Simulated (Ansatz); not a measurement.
The same path of CH2BOSb (6 atoms, charge 0, multiplicity 1) was run twice with different band settings.

The calculation used RKS PBE0-D4/def2-SVP (Ansatz 0.2.0).

Relaxed end points:

```xyz
6
Properties=species:S:1:pos:R:3
B 1.916 -2.096 0.865
C 0.653 -1.377 0.495
O -0.189 -0.527 0.711
Sb -0.155 1.555 -0.253
H -0.370 0.789 -1.772
H -1.855 1.655 -0.046
```

```xyz
6
Properties=species:S:1:pos:R:3
B 1.680 -2.285 0.319
C 0.824 -1.183 0.870
O -0.161 -0.473 0.808
Sb -0.167 1.582 -0.220
H -0.300 0.727 -1.700
H -1.876 1.633 -0.076
```

Common settings: movable images 5; climbing image yes; optimiser quadratic models (default); start path IDPP; force threshold 0.05 eV/Å; end points relaxed.

| run | spring | iteration limit |
| --- | --- | --- |
| 1 | 5.0 eV/Å² | 57 |
| 2 | 20.0 eV/Å² | 60 |

**Question.** What does each run give, and how far can it be trusted?

**Answer.** Run 1: converged after 15 iterations, highest image 0.075 eV above the first end. A vibrational analysis at the climbing image gives one clearly imaginary mode, 296i cm⁻¹: a first-order saddle point.
Run 2: converged after 16 iterations, highest image 0.074 eV above the first end. Another band between the same ends (5 images) ends at a top of the same energy, where a vibrational analysis finds 1 clearly imaginary mode.
